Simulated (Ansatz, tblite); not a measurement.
Cost and result up the ladder for `c1cc2ncc3ccc4nccc(c2c1)c34` (24 atoms). Total charge 0; singlet. Geometry: PBE0-D4/def2-SVP.

```xyz
24

C     3.637    0.510    0.016
C     3.288   -0.574   -0.735
C     1.850   -0.708   -0.693
N     1.258   -1.671   -1.332
C    -0.067   -1.936   -1.395
C    -1.117   -1.271   -0.811
C    -2.530   -1.650   -0.949
C    -3.302   -0.787   -0.249
C    -2.425    0.207    0.385
N    -2.784    1.213    1.148
C    -1.771    1.981    1.605
C    -0.435    1.773    1.325
C    -0.032    0.686    0.500
C     1.342    0.424    0.177
C     2.451    1.121    0.574
C    -1.081   -0.105    0.029
H     4.652    0.875    0.182
H     3.931   -1.255   -1.289
H    -0.313   -2.813   -2.006
H    -2.869   -2.505   -1.534
H    -4.387   -0.794   -0.148
H    -2.062    2.823    2.243
H     0.309    2.451    1.744
H     2.458    2.004    1.213
```

Ansatz on 4 threads of Arm Neoverse V1 on a shared host; xTB runs through tblite on one thread. Times are rough, summed over both states, and most runs start from the orbitals of an earlier one. PBE0-D4/def2-SVP serves as the yardstick here, not as an exact answer. The other state is a triplet.

The xTB rows come from tblite. HOMO above LUMO, or a gap near zero within one spin, warns that the state may not be the lowest or that an electron is smeared out.

xTB has no spin-polarisation term.

| level | functions | wall time | vertical triplet (eV) | difference from PBE0-D4/def2-SVP (eV) | remarks |
| --- | --- | --- | --- | --- | --- |
| GFN2-xTB | 72 | 0.042 s | 1.31 | -0.05 | – |
| GFN1-xTB | 80 | 0.05 s | 1.52 | 0.17 | – |
| PBE0-D4/def2-SVP | 264 | 44 s | 1.36 | 0.00 | – |
| PBE-D4/def2-SVP | 264 | 49 s | 1.38 | 0.02 | gap within one spin near zero (triplet) |
